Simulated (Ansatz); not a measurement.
Geometry optimisation, Ansatz 0.2.0, RKS PBE0-D4/def2-SVP.

The input (input.yaml):

```yaml
crystal:
  periodic: [false, false, false]
  atoms:
    - { symbol: C, position_ang: [-0.09105, 1.07707, -0.24414] }
    - { symbol: C, position_ang: [-0.1713, -0.34346, 0.00237] }
    - { symbol: Te, position_ang: [1.31689, -1.4684, 0.77753] }
    - { symbol: H, position_ang: [-0.90445, 1.58761, 0.29122] }
    - { symbol: H, position_ang: [-0.33385, 1.28266, -1.29611] }
    - { symbol: H, position_ang: [0.86522, 1.5293, 0.01437] }
    - { symbol: H, position_ang: [-1.10846, -0.83593, -0.25318] }
    - { symbol: H, position_ang: [0.42701, -2.82885, 0.70794] }
total_charge: 1
basis:
  gaussian: { orbitals: def2-SVP }
hamiltonian:
  xc: pbe0
  dispersion: d4
relax:
  f_tol: 0.015
  max_steps: 40
```

Command:

```bash
$ ansatz run input.yaml --threads 1 --pin off --max-ram 2048MiB --backend cpu --events-out ev --progress --plain --runs-dir out
```

Question: Where does it end, and by what steps?

Answer: It converged. After 4 steps the energy has fallen by 0.043 eV; H6 moved furthest, 0.04 Å.

```json
{"step": "0", "energy less start (eV)": "0.0000", "largest force component (eV/Å)": "0.996", "accepted": "yes"}
{"step": "1", "energy less start (eV)": "-0.0392", "largest force component (eV/Å)": "0.303", "accepted": "yes"}
{"step": "2", "energy less start (eV)": "-0.0430", "largest force component (eV/Å)": "0.081", "accepted": "yes"}
{"step": "3", "energy less start (eV)": "-0.0429", "largest force component (eV/Å)": "0.029", "accepted": "no"}
{"step": "4", "energy less start (eV)": "-0.0432", "largest force component (eV/Å)": "0.007", "accepted": "yes"}
```

```xyz
8
Properties=species:S:1:pos:R:3
C -0.084 1.089 -0.243
C -0.154 -0.344 0.009
Te 1.306 -1.455 0.767
H -0.914 1.582 0.303
H -0.328 1.270 -1.310
H 0.868 1.573 0.010
H -1.091 -0.864 -0.236
H 0.398 -2.852 0.701
```

Run time: 33 s on 1 thread of Arm Neoverse N1, on a shared host, peak memory 0.16 GiB.
